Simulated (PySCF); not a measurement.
**Correlation energy of P⁺ (phosphorus, charge +1)**

[Ne] 3s2 3p2, high-spin 3P determinant. Computed with PySCF 2.14 in aug-cc-pVQZ-DK, with scalar relativity by spin-free X2C-1e. Frozen: [Ne]; 4 electrons correlated.

| level | correlation energy (mhartree) |
| --- | --- |
| CCSD | -84.99 |
| (T) | -2.62 |
| CCSD(T) | -87.61 |

Diagnostics: T1 = 0.010, D1 = 0.0249, largest double amplitude 0.101.

Question: Is a single reference adequate?

Answer: Mostly. T1 lies below 0.03, but a double amplitude of this size points to a near-degeneracy that CCSD handles and MP2 describes poorly.
